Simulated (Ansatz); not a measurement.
Basis-set extrapolation for `ClC1=CCSB1` (PBE0-D4/def2-TZVP geometry, frozen core, Ansatz 0.2.0). Multiplicity 1, RHF reference.

|  | def2-TZVPP | def2-QZVPP |
| --- | --- | --- |
| HF | -997.737039 | -997.766610 |
| MP2 correlation | -0.936737 | -1.008213 |
| CCSD(T) correlation | -1.036233 | not run |

Energies in hartree. Use E(X) = E(∞) + A·exp(−7.88·√X) for Hartree–Fock and E(X) = E(∞) + B·X^(−2.97) for correlation, with X = 3 and 4, and add CCSD(T) minus MP2 of the smaller set to the MP2 limit.

**Question.** What is the CCSD(T) energy at the basis-set limit?

**Answer.** HF limit: -997.766610 + (-0.029571) × 0.13774 = -997.77068. MP2 limit: -1.008213 + (-0.071476) × 0.74074 = -1.06116. Higher-order term: -1.036233 − (-0.936737) = -0.09950. Total: -998.93134 hartree, 4.30 eV below CCSD(T)/def2-TZVPP.
